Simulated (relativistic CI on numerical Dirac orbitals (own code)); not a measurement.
**Mn⁵⁺ in a cubic cluster: 3s photoemission with charge transfer**

Computed with a charge-transfer multiplet model of a cubic metal-ligand cluster with up to 2 ligand holes, Slater and spin-orbit integrals from Dirac-Coulomb-Breit ions, Slater integrals scaled by 0.9. The ground state mixes d2 with configurations of k ligand holes L, whose averages lie at kΔ + k(k − 1)U_dd/2; a core hole lowers each added d electron by U_cd. 300 K, Lorentzian 1.4 eV and Gaussian 0.8 eV FWHM.

Atomic integrals in eV (Slater integrals scaled, ζ unscaled), ground: F2dd 11.938, F4dd 7.546, zeta_d 0.057; with the core hole: F2dd 12.690, F4dd 8.053, zeta_d 0.065, G2cd 12.001.

Cluster parameters (eV): Δ = 1.2, U_dd = 6.5, U_cd = 8, 10Dq(ligand) = 0.1, V(eg) = 2.95, V(t2g) = -1.55, final-state hopping factor = 0.9.

| Case | n_d | d2 | d3L | d4L2 | S |
| --- | --- | --- | --- | --- | --- |
| 10Dq = 1.8 eV | 2.80 | 0.33 | 0.54 | 0.13 | 1.00 |
| 10Dq = 2.1 eV | 2.80 | 0.33 | 0.54 | 0.13 | 1.00 |
| 10Dq = 2.4 eV | 2.80 | 0.33 | 0.54 | 0.13 | 1.00 |

Weights, n_d and S are thermal averages at 300 K. Binding energies count from the first peak over 30 % of the highest in each spectrum, which can be another peak from case to case. The parameters are a model scan and need not match a compound or its usual spin state. Peaks in eV (height, largest 100):
- 10Dq = 1.8 eV: 0.0 (100), 2.0 (39), 6.0 (38), 8.2 (35), 9.9 (44), 22.0 (11)
- 10Dq = 2.1 eV: 0.0 (100), 2.3 (40), 6.0 (36), 8.4 (38), 9.9 (43), 22.0 (11)
- 10Dq = 2.4 eV: 0.0 (100), 2.5 (42), 5.9 (35), 8.5 (42), 9.9 (42), 22.0 (10)

For the case 10Dq = 2.1 eV, Δ = 1.2 eV is smaller than U_dd = 6.5 eV, the charge-transfer side of the Zaanen-Sawatzky-Allen scheme. With the core hole the average of the configuration with one ligand hole lies at Δ − U_cd = -6.8 eV before mixing: the effective hopping of about 5.6 eV (from the holes of the mixed ground state) is comparable with this gap or larger, so the configurations mix strongly.

With at most 2 ligand holes the space is cut while the next configuration still counts, so covalency is underestimated, and a final configuration with one more ligand hole, which can lie low, is missing from the spectra.

Without intra-shell correlation the exchange splitting of the 3s hole comes out too large.
